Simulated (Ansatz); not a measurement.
`[SiH3]B1B[SiH2]1` + NH₃ → `NB1B[SiH2]1` + SiH₄  (cleavage of the B–Si bond)

Gas-phase electronic energies from Ansatz, PBE0-D4/def2-TZVP geometries. CCSD(T)/CBS is the MP2 limit (def2-TZVPP, def2-QZVPP) plus CCSD(T) − MP2 in def2-TZVPP, frozen cores. This one scheme is used for every species. DFT in def2-TZVPP. B3LYP here is the variant with VWN-RPA as its local correlation; programs differ in this. HSE06 is defined as in plane-wave codes. One conformer a species, not always the lowest.

CCSD(T)/CBS gives -18.7 kcal/mol.

Question: Another level gave -25.4 kcal/mol. Which?
A. MP2/def2-TZVPP
B. B3LYP/def2-TZVPP
C. HSE06-D4/def2-TZVPP
D. ωB97M-V/def2-TZVPP

Answer: B. B3LYP -25.4, HSE06-D4 -20.7, ωB97M-V -22.4, MP2/def2-TZVPP -19.0 kcal/mol.

Largest T1 diagnostic among the species: 0.015.

Leaving LDA and LC-ωPBE aside and taking each functional with its dispersion term where it has one, the values, not all of them listed here, spread over 5.7 kcal/mol, from CAM-B3LYP-D4 to PBE-QIDH. LDA lies −1.5 kcal/mol from PBE without D4. In def2-TZVPP, CCSD(T) changes the Hartree–Fock value by +8.3 kcal/mol (the triples alone add +1.3 kcal/mol) and MP2 by +9.5 kcal/mol.
